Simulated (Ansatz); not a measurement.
## SiHF3 (SMILES F[SiH](F)F): from total energies to a heat of formation

SiHF3 has 5 atoms, charge 0, and is taken as a singlet. As SMILES, `F[SiH](F)F`. The coordinates come from a PBE0-D4/def2-TZVP relaxation.

Total energies at PBE/def2-SVPD (Ansatz 0.2.0); the atoms run unrestricted:

```
species    state  energy (Eh)
  SiHF3  singlet  -589.065852
      F  doublet   -99.553934
     Si  triplet  -289.125105
      H  doublet    -0.498629
```

Harmonic wavenumbers at PBE0-D4/def2-TZVP, in cm⁻¹: 299, 299, 416, 835, 835, 855, 1002, 1002, 2362.

Measured heats of formation of the gaseous atoms at 298.15 K, in kJ/mol: F 79.4, Si 450.0, H 218.0. Spin-orbit lowering of the atoms at 298 K (mean of the ground term's levels less their thermal mean, from spectra), in kJ/mol: F 1.29, Si 0.44. Take 1 Eh = 2625.50 kJ/mol, 1 cm⁻¹ = 0.0119627 kJ/mol, RT = 2.479 kJ/mol.

Q: Work out the heat of formation of the gas at 298 K.

A: 
1. Electronic atomisation energy: 3 × (-99.553934) + (-289.125105) + (-0.498629) − (-589.065852) = 0.780316 Eh = 2048.7 kJ/mol.
2. Zero-point energy: half the sum of the wavenumbers, 3952.5 cm⁻¹ = 47.3 kJ/mol.
3. Thermal vibrational enthalpy, Σ hcν̃/(exp(hcν̃/kT) − 1): 3.7 kJ/mol. Translation, rotation and pV of a non-linear molecule: 4 RT = 9.9 kJ/mol.
4. The 5 free atoms carry 5/2 RT each: 31.0 kJ/mol.
5. Spin-orbit coupling lowers the free atoms by 3 × 1.29 + 0.44 = 4.3 kJ/mol.
6. Atomisation enthalpy at 298 K: 2048.7 − 4.3 − 47.3 − 3.7 − 9.9 + 31.0 = 2014.5 kJ/mol.
7. Sum of the atoms' heats of formation: 906.2 kJ/mol. Heat of formation: 906.2 − 2014.5 = -1108.3 kJ/mol.

No measured value is set beside it here. Anharmonicity and any spin-orbit splitting of the molecule are left out.
